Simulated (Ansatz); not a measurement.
Reaction 4 R1 + R2 → P1 + P2 + 2 P3 + P4, each structure at its B3LYP-D3(BJ)/def2-TZVP stationary point, reached from a drawn start (curvature not checked).
P1: CH4 (SMILES C), charge 0, multiplicity 1.
R1: H2 (SMILES [H][H]), charge 0, multiplicity 1.
P2: HCl (SMILES Cl), charge 0, multiplicity 1.
P3: HF (SMILES F), charge 0, multiplicity 1.
P4, SiH4 (SMILES [SiH4]) (charge 0, multiplicity 1):
| atom | x (Å) | y (Å) | z (Å) |
|---|---|---|---|
| Si | 0.0000 | 0.0000 | 0.0000 |
| H | 0.8547 | 0.8547 | 0.8547 |
| H | -0.8547 | -0.8547 | 0.8547 |
| H | -0.8547 | 0.8547 | -0.8547 |
| H | 0.8547 | -0.8547 | -0.8547 |
R2: CH3ClF2Si (SMILES C[Si](F)(F)Cl), charge 0, multiplicity 1.

P less R. No zero-point or thermal terms.

Frozen-core correlation throughout.

Run with Ansatz (a program for electronic structure) with Gaussian orbitals. No computed number here is a measurement.

Total energies in hartree:

```json
[
 {"structure": "P1", "PBE/def2-TZVPP": "-40.464286", "B3LYP/def2-TZVPP": "-40.539117", "CCSD(T)/cc-pV(T+d)Z": "-40.438100"},
 {"structure": "R1", "PBE/def2-TZVPP": "-1.166122", "B3LYP/def2-TZVPP": "-1.180004", "CCSD(T)/cc-pV(T+d)Z": "-1.172336"},
 {"structure": "P2", "PBE/def2-TZVPP": "-460.627412", "B3LYP/def2-TZVPP": "-460.836272", "CCSD(T)/cc-pV(T+d)Z": "-460.339793"},
 {"structure": "P3", "PBE/def2-TZVPP": "-100.393473", "B3LYP/def2-TZVPP": "-100.492723", "CCSD(T)/cc-pV(T+d)Z": "-100.338298"},
 {"structure": "P4", "PBE/def2-TZVPP": "-291.721620", "B3LYP/def2-TZVPP": "-291.917183", "CCSD(T)/cc-pV(T+d)Z": "-291.440117"},
 {"structure": "R2", "PBE/def2-TZVPP": "-989.048389", "B3LYP/def2-TZVPP": "-989.671486", "CCSD(T)/cc-pV(T+d)Z": "-988.323348"}
]
```

Problem. Work out the reaction energy at each level in kcal/mol (1 hartree = 627.50947 kcal/mol), and say how far PBE/def2-TZVPP lies from CCSD(T)/cc-pV(T+d)Z.

Solution. 
- PBE/def2-TZVPP: 2 × (-100.393473) + (-40.464286) + (-460.627412) + (-291.721620) − (-989.048389) − 4 × (-1.166122) = 0.112613 hartree = 70.67 kcal/mol
- B3LYP/def2-TZVPP: 2 × (-100.492723) + (-40.539117) + (-460.836272) + (-291.917183) − (-989.671486) − 4 × (-1.180004) = 0.113484 hartree = 71.21 kcal/mol
- CCSD(T)/cc-pV(T+d)Z: 2 × (-100.338298) + (-40.438100) + (-460.339793) + (-291.440117) − (-988.323348) − 4 × (-1.172336) = 0.118086 hartree = 74.10 kcal/mol
PBE/def2-TZVPP less CCSD(T)/cc-pV(T+d)Z: -3.43 kcal/mol. CCSD(T)/cc-pV(T+d)Z is the level counted from, the highest shown, and no exact or measured value.
